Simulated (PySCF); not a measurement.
Electronic structure of Be²⁺ (beryllium, charge +2) at the UHF level

Configuration: 1s2, closed-shell 1S. All numbers are calculated (PySCF 2.14, scalar relativity by spin-free X2C-1e, in jorge-DZP-DKH (4s2p1d, 15 functions)).

| Quantity | Value |
| --- | --- |
| Total energy | -13.612928 hartree |
| One-electron energy | -15.8899 hartree |
| Hartree (Coulomb) energy | 4.5540 hartree |
| Exchange energy | -2.2770 hartree |
| ⟨S²⟩ | 0.0000 |
| ⟨L²⟩ | 0.000 |
| Sum of ⟨r⟩ | 0.8285 bohr |
| Sum of ⟨r²⟩ | 0.4641 bohr² |
| Langevin diamagnetic susceptibility | -0.368 ×10⁻⁶ cm³/mol |
| Time after the integrals | 0.05 s of wall time on 1 thread of Neoverse-N1 (shared host) |

| shell | electrons | mean orbital energy (hartree) | rms radius, mean of both spins (bohr) |
| --- | --- | --- | --- |
| 1s | 2 | -5.66796 | 0.482 |
